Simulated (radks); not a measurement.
Values are calculated unless marked as measured or tabulated.
Species: V13+. Configuration: [He] 2p6 3s2 (not the ground configuration).

Code: a radial shooting solver on a logarithmic mesh with Libxc functionals. Model: scalar-relativistic Kohn-Sham, TASK exchange with Perdew-Wang LDA correlation, spin-polarised, spherical densities, finite nucleus; meta-GGA in the generalised Kohn-Sham scheme; Fermi nuclear charge, rms radius 3.6002 fm.

Energy parts (eV):
part                      energy
total                 -22595.141
kinetic                22815.456
electron-nucleus      -49386.981
Hartree                 4813.205
exchange-correlation    -836.821

Orbitals (lengths in bohr, moments of r in powers of bohr; <r^-3> diverges for s and p1/2; r(90%) holds 90 % of the orbital's charge):
| orbital | occ. | eigenvalue (eV) | r(90%) | <r^-3> | <r^2> |
|---|---|---|---|---|---|
| 1s | 2 | -5874.969 | 0.119 | - | 0.005940 |
| 2p | 6 | -939.9624 | 0.422 | 342.5 | 0.08240 |
| 3s | 2 | -372.3229 | 1.10 | - | 0.6528 |

The highest occupied level is 3s at -372.32 eV. The electron density at the nucleus is 9218 e/bohr^3 (large components only). The density falls to 0.001 e/bohr^3 at r = 1.66 bohr. Summed over all electrons, <r^2> = 1.812 bohr^2, which gives a Langevin (diamagnetic) susceptibility term of -1.44 x 10^-6 cm^3/mol.

Empty levels of this run are not shown, since the potential may be unsettled where no density lies.
